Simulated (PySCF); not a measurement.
C₆ coefficients of unlike pairs at PBE0

Calculated with PySCF 2.14 from the dipole response of each species, C₆(A,B) = (3/π) ∫ α_A(iu) α_B(iu) du, in atomic units, from isotropic polarisabilities. For ions this is the dispersion term alone; charge-induced terms of lower order in 1/R come first.

```csv
species,configuration,basis,relativity,α (bohr³),C₆ (like pair)
Cu,[Ar] 3d10 4s1 (2S),"x2c-TZVPPall with one added diffuse shell each of s, p, d, f type (7s6p5d3f1g)",spin-free X2C,44.38,278.7
P³⁺,[Ne] 3s2 (1S),aug-cc-pV(D+d)Z (5s4p3d),none,6.819,17.21
Cr,[Ar] 3d5 4s1 (7S),"aug-cc-pVTZ with one added diffuse shell each of s, p, d, f, g type (9s8p6d4f3g)",none,77.78,661.3
Ir²⁺,[Xe] 4f14 5d7 (4F),def2-QZVPPD with the def2 core potential (60 electrons) (7s5p4d4f2g),core potential,10.19,65.87
```

**Question.** Estimate C₆ for Cr with P³⁺.

**Answer.** The integral gives 94.06. The combination rule 2 C_A C_B / (C_A α_B/α_A + C_B α_A/α_B) gives 89.51 and the geometric mean 106.7.

No spin-orbit coupling is included.

The other pairs:

| pair | C₆ |
| --- | --- |
| Ir²⁺, Cu | 112.9 |
| Ir²⁺, P³⁺ | 32.08 |
| P³⁺, Cu | 64.42 |
| Cr, Cu | 426.0 |
| Ir²⁺, Cr | 160.1 |
